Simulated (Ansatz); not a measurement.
Mulliken charges of CH5ClGeOSi (`[SiH3][C@H]1[O][Ge@@H]1[Cl]`) from r2SCAN/def2-TZVPP in Ansatz (PBE0-D4/def2-TZVP geometry).

| atom | x (Å) | y (Å) | z (Å) | charge (e) |
| --- | --- | --- | --- | --- |
| Si1 | -0.788 | -0.203 | 1.436 | 0.320 |
| C2 | 0.177 | 0.631 | 0.065 | -0.026 |
| O3 | 1.559 | 0.178 | -0.106 | -0.418 |
| Ge4 | 0.583 | -0.249 | -1.563 | 0.490 |
| Cl5 | 1.106 | 0.900 | -3.278 | -0.275 |
| H6 | -0.204 | 0.124 | 2.763 | -0.064 |
| H7 | -2.199 | 0.260 | 1.383 | -0.071 |
| H8 | -0.737 | -1.675 | 1.231 | -0.073 |
| H9 | 0.068 | 1.714 | -0.034 | 0.077 |
| H10 | 0.517 | -1.731 | -1.893 | 0.039 |

Q: By hand: the dipole of these point charges (1 e Å = 4.8032 D).

A: Σ q r = (-0.679, -0.365, 0.196) e Å, of length 0.795 e Å = 3.82 D.

Q: How does the dipole of the full density compare? (Estimate.)

A: Computed: (-0.356, -0.165, -0.046) e Å, 1.90 D; the point charges give 2.01 times that, at 21° from its direction.

Point charges leave out the atoms' own dipoles, such as those of lone pairs, and Mulliken's split depends on the basis, so the two needn't agree.
